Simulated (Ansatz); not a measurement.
Cost and result for the atomization energy of C3H7AlOSi (13 atoms, 13 bonds).

```
atom    x (Å)    y (Å)    z (Å)
  C1   1.9973   1.3439  -0.2725
  C2   0.7067   1.5211  -0.5630
 Al3  -0.5865   0.1463  -0.1237
 Si4   0.0042  -1.9880   0.9099
  C5  -2.4754   0.5449  -0.3508
  O6  -2.0701   0.0145  -1.4083
  H7   2.3623   0.4329   0.1993
  H8   2.7611   2.0890  -0.4878
  H9   0.4363   2.4652  -1.0371
 H10   1.2097  -2.6122   0.2904
 H11  -1.1105  -2.9734   0.7991
 H12   0.3027  -1.8291   2.3637
 H13  -3.5377   0.8449  -0.3193
```

Charge 0, multiplicity 1. The bonds changed during the relaxation, so this is another structure than the one it started from. The geometry is a stationary point of PBE0-D4/def2-TZVP. It is one conformer, not always the lowest. Program: Ansatz. All runs use 4 threads of an Arm Neoverse V2 on a shared host. Times are those of one run each, without the atoms' runs, and a repeat can differ threefold. Electronic energies, without spin–orbit coupling; frozen cores. CCSD(T)/CBS adds CCSD(T) − MP2 in def2-TZVPP to the MP2 limit, and its time is that of the two runs behind it. T1 = 0.016. B3LYP takes the VWN-RPA correlation (the form of Gaussian; ORCA's B3LYP/G).

CCSD(T)/CBS is a level of theory with its own doubt, some kJ/mol a heavy atom from the limit and from the frozen cores, so smaller differences don't rank the functionals.

| level | functions | wall time |
| --- | --- | --- |
| PBE-D4/def2-TZVPP (with forces) | 306 | 3.2 s |
| PBE0-D4/def2-TZVPP | 306 | 4.1 s |
| r2SCAN-D4/def2-TZVPP (with forces) | 306 | 6 s |
| B3LYP-D4/def2-TZVPP (with forces) | 306 | 6.5 s |
| B2PLYP/def2-TZVPP | 306 | 7.5 s |
| ωB97X-V/def2-TZVPP | 306 | 9.5 s |
| ωB97M-V/def2-TZVPP (with forces) | 306 | 15 s |
| MP2/def2-QZVPP | 578 | 29 s |
| CCSD(T)/def2-TZVPP | 306 | 13 min |
| CCSD(T)/CBS(def2) | – | 13 min |

What atomization energy does each give, and how far from CCSD(T)/CBS? (Best estimate.)

Computed: 
```csv
level,atomization (kcal/mol),difference from CCSD(T)/CBS,per bond
PBE-D4/def2-TZVPP (with forces),1162.3,20.9,1.6
PBE0-D4/def2-TZVPP,1141.0,-0.4,0.0
r2SCAN-D4/def2-TZVPP (with forces),1145.3,3.9,0.3
B3LYP-D4/def2-TZVPP (with forces),1139.4,-2.0,-0.2
B2PLYP/def2-TZVPP,1127.6,-13.8,-1.1
ωB97X-V/def2-TZVPP,1145.3,3.9,0.3
ωB97M-V/def2-TZVPP (with forces),1143.4,2.0,0.2
MP2/def2-QZVPP,1145.2,3.8,0.3
CCSD(T)/def2-TZVPP,1112.2,-29.2,-2.2
CCSD(T)/CBS(def2),1141.4,0.0,0.0
```

In def2-TZVPP, CCSD(T) changes the Hartree–Fock value by +280.1 kcal/mol (the triples alone add +18.8 kcal/mol) and MP2 by +295.8 kcal/mol; breaking electron pairs costs correlation energy, which Hartree–Fock lacks. From PBE to PBE0 (25 % exact exchange), in def2-TZVPP and without D4, the atomization energy moves by −20.4 kcal/mol: exact exchange takes away binding that semilocal exchange gives to molecules. The D4 term adds +10.8 kcal/mol with B3LYP and +5.8 kcal/mol with PBE0; it sums over pairs of atoms, weighted by their polarisabilities, and B3LYP, whose exchange is more repulsive, gets the larger term.
